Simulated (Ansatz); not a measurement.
Job for Ansatz (a first-principles code): R-B3LYP/def2-TZVPPD on C2H5NS (a complex), monomers drawn apart or pushed together. Files ending in .json are basis or fitting sets from the Basis Set Exchange.

Ansatz 0.2 input:
```yaml
crystal:
  periodic: [false, false, false]
  atoms:
    - {symbol: S, position_ang: [0.50697014, -0.18187352, -0.86164302]}
    - {symbol: H, position_ang: [0.38928504, 0.06576997, 0.45635031]}
    - {symbol: H, position_ang: [0.82500026, 1.09216337, -1.13977519]}
    - {symbol: C, position_ang: [-0.16867104, 0.58977263, 5.06205579]}
    - {symbol: C, position_ang: [0.03101136, 0.50424191, 3.62481669]}
    - {symbol: N, position_ang: [0.18845815, 0.43596316, 2.48921070]}
    - {symbol: H, position_ang: [0.73985924, 0.94935739, 5.54551287]}
    - {symbol: H, position_ang: [-0.98371332, 1.27812085, 5.28635430]}
    - {symbol: H, position_ang: [-0.41654836, -0.39278381, 5.46403114]}
basis:
  gaussian:
    orbitals: def2-TZVPPD.json
hamiltonian:
  xc: {name: B3LYP}
scf: {lower_state_search: off}
```

It printed:

```
WARN ansatz: RAYON_NUM_THREADS=1 ignored (pool sized by the plan → 1); use --threads N
Functional definition: B3LYP
these checks for a lower state are left out or cut short: stability, starts, cluster_reference, orbital_swaps, neighbouring_geometries, increment
integrals: 0.15 GiB planned
1166 factors; their error is unknown
mean field: 1.29 GiB planned
mean field evaluation 1: about -14476.4232 eV, gradient 5.6e1 eV
mean field evaluation 2: about -14472.0094 eV, gradient 7.0e1 eV
mean field evaluation 4: about -14483.0164 eV, gradient 2.2e0 eV
mean field evaluation 8: about -14483.0290 eV, gradient 3.9e-2 eV
mean field evaluation 16: about -14483.0420 eV, gradient 2.3e-5 eV
mean field -14483.04203226 eV, -532.2419777271 hartree, gradient 3.5e-6 eV, S^2 0.000000; 0 other end points of the search recorded, 0 dependent functions left out
reference -14483.04233823 eV, -532.2419889714 hartree; 20, 20 occupied and 227, 227 virtual orbitals, 1166 factors
Total energy: -14483.04233823 eV, -532.2419889714 hartree
Checks for a lower state left out: stability, starts, cluster_reference, orbital_swaps, neighbouring_geometries, increment
```

The calculation finished and met its thresholds.

Cost: about 4 core-seconds (a rough figure).
